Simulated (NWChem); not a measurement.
System: CH₄BFO₂; SMILES OCB(O)F

Here is an NWChem input.

```
start job
memory heap 200 mb stack 900 mb global 1100 mb
geometry units angstroms noautoz
  O      0.117738     1.949995     0.163292
  C     -0.730155     0.859841    -0.104839
  B     -0.041723    -0.550425     0.005888
  O     -0.756436    -1.689086     0.064831
  F      1.299100    -0.615901     0.000536
  H      0.986473     1.742268    -0.195395
  H     -1.203130     0.930861    -1.111042
  H     -1.578318     0.900657     0.600041
  H     -0.205083    -2.479834     0.092382
end
basis spherical
  * library def2-svp
end
dft
  xc xwpbe 0.80 cpbe96 1.0 hfexch 1.00
  cam 0.2 cam_alpha 0.2 cam_beta 0.8
  iterations 150
  mulliken
end
task dft energy
```

Excerpt of the output:

```
             Northwest Computational Chemistry Package (NWChem) 7.3.0
             --------------------------------------------------------

 C1  symmetry detected

                             Geometry "geometry" -> ""
                             -------------------------

 Output coordinates in angstroms (scale by  1.889725989 to convert to a.u.)

  No.       Tag          Charge          X              Y              Z
 ---- ---------------- ---------- -------------- -------------- --------------
    1 O                    8.0000     0.08672405     1.95181480     0.12947758
    2 C                    6.0000    -0.74552989     0.84528823    -0.11993145
    3 B                    5.0000    -0.03236754    -0.55223104    -0.00422224
    4 O                    8.0000    -0.72718525    -1.70209814     0.07240571
    5 F                    9.0000     1.30923411    -0.59534472    -0.02341302
    6 H                    1.0000     0.95497464     1.75542097    -0.23668871
    7 H                    1.0000    -1.23027235     0.89937149    -1.12157681
    8 H                    1.0000    -1.58673814     0.87824913     0.59364019
    9 H                    1.0000    -0.16236450    -2.48324655     0.10097606

 Effective nuclear repulsion energy (a.u.)     169.3966262197

  pbe96 is a nonlocal functional; adding pw91lda local functional.

                                 NWChem DFT Module
                                 -----------------

 Summary of "ao basis" -> "ao basis" (spherical)
 ------------------------------------------------------------------------------
       Tag                 Description            Shells   Functions and Types
 ---------------- ------------------------------  ------  ---------------------
 O                          def2-svp                 6       14   3s2p1d
 C                          def2-svp                 6       14   3s2p1d
 B                          def2-svp                 6       14   3s2p1d
 F                          def2-svp                 6       14   3s2p1d
 H                          def2-svp                 3        5   2s1p

            General Information
            -------------------
          SCF calculation type: DFT
          Wavefunction type:  closed shell.
          No. of atoms     :     9
          No. of electrons :    40
           Alpha electrons :    20
            Beta electrons :    20
          Charge           :     0
          Spin multiplicity:     1
          Use of symmetry is: off; symmetry adaption is: off
          Maximum number of iterations: 150
          AO basis - number of functions:    90
                     number of shells:    42
          Convergence on energy requested:  1.00D-06
          Convergence on density requested:  1.00D-05
          Convergence on gradient requested:  5.00D-04

              XC Information
              --------------
                     Hartree-Fock (Exact) Exchange  1.000
                     LC-wPBE(h)Exchange Functional  0.800
            Perdew 1991 LDA Correlation Functional  1.000 local
           PerdewBurkeErnz. Correlation Functional  1.000 non-local

           Range-Separation Parameters
           ---------------------------
           Alpha           :  0.20
           Beta            :  0.80
           Gamma           :  0.20
           Short-Range HF  :     F

             Grid Information
             ----------------
          Grid used for XC integration:  medium
          Radial quadrature: Mura-Knowles
          Angular quadrature: Lebedev.
          Tag              B.-S. Rad. Rad. Pts. Rad. Cut. Ang. Pts.
          ---              ---------- --------- --------- ---------
          O                   0.60       49          11.0       434
          C                   0.70       49          10.0       434
          B                   0.85       49           8.0       434
          F                   0.50       49           9.0       434
          H                   0.35       45          11.0       434
          Grid pruning is: on
          Number of quadrature shells:   425
          Spatial weights used:  Erf1

      Superposition of Atomic Density Guess
      -------------------------------------

 Sum of atomic energies:        -312.80074033

      Non-variational initial energy
      ------------------------------

 Total energy =    -314.815244
 1-e energy   =    -765.854093
 2-e energy   =     281.642222
 HOMO         =      -0.355191
 LUMO         =       0.080595

     ---------------------------------------------
      Total Density - Mulliken Population Analysis
     ---------------------------------------------

    Atom       Charge   Shell Charges
 -----------   ------   -------------------------------------------------------
    1 O    8     8.61   1.99  1.10  0.65  3.01  1.86  0.01
    2 C    6     5.95   1.99  0.93  0.20  1.90  0.89  0.05
    3 B    5     4.40   1.99  0.80  0.11  1.11  0.21  0.18
    4 O    8     8.51   1.99  1.10  0.56  3.08  1.77  0.01
    5 F    9     9.38   1.99  1.15  0.73  3.50  2.01  0.00
    6 H    1     0.67   0.54  0.07  0.06
    7 H    1     0.91   0.68  0.21  0.02
    8 H    1     0.91   0.68  0.21  0.02
    9 H    1     0.65   0.52  0.07  0.06

   convergence    iter        energy       DeltaE   RMS-Dens  Diis-err
 ---------------- ----- ----------------- --------- --------- ---------
 d= 0,ls=0.0,diis     1   -315.1204967187 -4.85D+02  1.20D-02  9.42D-01
 d= 0,ls=0.0,diis     2   -315.1553947731 -3.49D-02  4.86D-03  8.24D-01
 d= 0,ls=0.0,diis     3   -315.2240166593 -6.86D-02  8.82D-04  1.12D-02
 d= 0,ls=0.0,diis     4   -315.2251993631 -1.18D-03  1.79D-04  4.57D-04
 d= 0,ls=0.0,diis     5   -315.2252512814 -5.19D-05  6.87D-05  3.20D-05
  Resetting Diis
 d= 0,ls=0.0,diis     6   -315.2252548061 -3.52D-06  2.39D-05  9.68D-06
 d= 0,ls=0.0,diis     7   -315.2252557695 -9.63D-07  8.58D-06  3.03D-07

         Total DFT energy =     -315.225255769457
      One electron energy =     -769.923546685113
           Coulomb energy =      323.709677825832
    Exchange-Corr. energy =      -38.408013129880
 Nuclear repulsion energy =      169.396626219703

 Numeric. integr. density =       39.999997242297

                       DFT Final Molecular Orbital Analysis
                       ------------------------------------

 Vector   18  Occ=2.000000D+00  E=-4.547467D-01
              MO Center= -4.4D-01, -1.4D+00,  5.1D-02, r^2= 1.6D+00
   Bfn.  Coefficient  Atom+Function         Bfn.  Coefficient  Atom+Function
  ----- ------------  ---------------      ----- ------------  ---------------
    48      0.563003  4 O  pz                51      0.405243  4 O  pz
    62      0.232950  5 F  pz                65     -0.173359  5 F  pz
    34     -0.132998  3 B  pz                 6     -0.105489  1 O  pz
     9     -0.070273  1 O  pz                37      0.060968  3 B  pz
    23     -0.059097  2 C  pz                20     -0.051459  2 C  pz

 Vector   19  Occ=2.000000D+00  E=-3.972164D-01
              MO Center= -3.2D-01,  1.2D+00,  1.1D-01, r^2= 2.2D+00
   Bfn.  Coefficient  Atom+Function         Bfn.  Coefficient  Atom+Function
  ----- ------------  ---------------      ----- ------------  ---------------
     5      0.290579  1 O  py                 6      0.276832  1 O  pz
    19     -0.253037  2 C  py                81     -0.237614  8 H  s
     3      0.214448  1 O  s                  8      0.212841  1 O  py
    33     -0.194833  3 B  py                 9      0.193171  1 O  pz
    71     -0.191339  6 H  s                 30      0.161000  3 B  s

 Vector   20  Occ=2.000000D+00  E=-3.429647D-01
              MO Center= -1.8D-01,  1.5D+00, -5.0D-02, r^2= 1.6D+00
   Bfn.  Coefficient  Atom+Function         Bfn.  Coefficient  Atom+Function
  ----- ------------  ---------------      ----- ------------  ---------------
     6      0.466601  1 O  pz                 9      0.362711  1 O  pz
     5     -0.263135  1 O  py                76      0.241905  7 H  s
     8     -0.214657  1 O  py                 4      0.163980  1 O  px
    20     -0.156140  2 C  pz                77      0.154980  7 H  s
    17     -0.152929  2 C  s                 33      0.147271  3 B  py

 Vector   21  Occ=0.000000D+00  E= 9.923187D-02
              MO Center= -1.6D-01, -4.1D-01,  4.3D-02, r^2= 2.5D+00
   Bfn.  Coefficient  Atom+Function         Bfn.  Coefficient  Atom+Function
  ----- ------------  ---------------      ----- ------------  ---------------
    34      0.585879  3 B  pz                37     -0.582572  3 B  pz
    77     -0.494834  7 H  s                 82      0.349373  8 H  s
    51      0.293500  4 O  pz                48      0.261880  4 O  pz
    62     -0.233599  5 F  pz                65      0.226115  5 F  pz
    23     -0.216382  2 C  pz                76     -0.168502  7 H  s

 Vector   22  Occ=0.000000D+00  E= 1.175618D-01
              MO Center= -1.2D-01, -1.7D+00, -7.8D-02, r^2= 4.7D+00
   Bfn.  Coefficient  Atom+Function         Bfn.  Coefficient  Atom+Function
  ----- ------------  ---------------      ----- ------------  ---------------
    17      1.244968  2 C  s                 87     -1.019514  9 H  s
    31     -1.003729  3 B  s                 45      0.771402  4 O  s
    77     -0.406682  7 H  s                 82     -0.367161  8 H  s
    36     -0.246941  3 B  py                59      0.247322  5 F  s
    50     -0.203484  4 O  py                49      0.196093  4 O  px

[...]
```

Level: LRC-wPBEh/def2-SVP. Structure relaxed at the PBE0/def2-SVP level.
